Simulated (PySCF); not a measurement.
# C₆ coefficients of unlike pairs at PBE0

Calculated with PySCF 2.14 from the dipole response of each species, C₆(A,B) = (3/π) ∫ α_A(iu) α_B(iu) du, in atomic units, from isotropic polarisabilities. For ions this is the dispersion term alone; charge-induced terms of lower order in 1/R come first.

```json
{"species": "Cr+", "configuration": "[Ar] 3d5 (6S)", "basis": "dyall-av2z (16s12p7d2f)", "relativity": "none", "α (bohr³)": "11.42", "C₆ (like pair)": "41.03"}
{"species": "Ar+", "configuration": "[Ne] 3s2 3p5 (2P)", "basis": "dyall-acv3z (19s12p6d4f)", "relativity": "spin-free X2C", "α (bohr³)": "6.918", "C₆ (like pair)": "31.22"}
{"species": "I+", "configuration": "[Kr] 4d10 5s2 5p4 (3P)", "basis": "aug-cc-pVTZ-PP with one added diffuse shell each of d, f type with ECP28MDF (6s5p5d3f)", "relativity": "core potential", "α (bohr³)": "20.32", "C₆ (like pair)": "171.8"}
{"species": "Cu(3+)", "configuration": "[Ar] 3d8 (3F)", "basis": "def2-TZVPPD (6s6p4d2f1g)", "relativity": "none", "α (bohr³)": "1.287", "C₆ (like pair)": "2.710"}
```

(1) Estimate C₆ for I+ with Cr+.

No spin-orbit coupling is included.

The other pairs:

```
       pair     C₆
 Cu(3+), I+  17.33
    I+, Ar+  71.75
Cu(3+), Ar+  8.109
   Ar+, Cr+  34.96
Cu(3+), Cr+  8.962
```

Results:

(1) The integral gives 83.00. The combination rule 2 C_A C_B / (C_A α_B/α_A + C_B α_A/α_B) gives 83.15 and the geometric mean 83.96.
